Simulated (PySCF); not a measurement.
# Ru⁴²⁺: ionisation energy

Ru⁴²⁺ 1s2 → Ru⁴³⁺ 1s1 [1s1/2^1, M_J = 1/2], as a difference of total energies. Calculation: PySCF 2.14, in an uncontracted even-tempered set (15 s from 84 bohr⁻², ratio 2.4; 10 p from 110 bohr⁻², ratio 2.4; 3 d from 340 bohr⁻², ratio 2.6; 3 f from 520 bohr⁻², ratio 2.6); the two-component X2C-1e Hamiltonian. Correlated levels: nothing frozen; the 32 highest virtual spinors dropped. "Screened" scales the spin-orbit matrix elements by Boettger's factors to mimic the two-electron term; Breit and QED terms are absent.

```csv
method,ionisation energy (eV)
GHF (screened spin-orbit),26265.4
GMP2 (screened spin-orbit),26266.8
```

For this ion Breit and QED terms and the two-electron picture change, all absent here, outweigh the correlation shift from GHF to GMP2.

For comparison: 26229.9 eV (theoretical estimate listed by NIST; NIST Atomic Spectra Database, ionization energies).
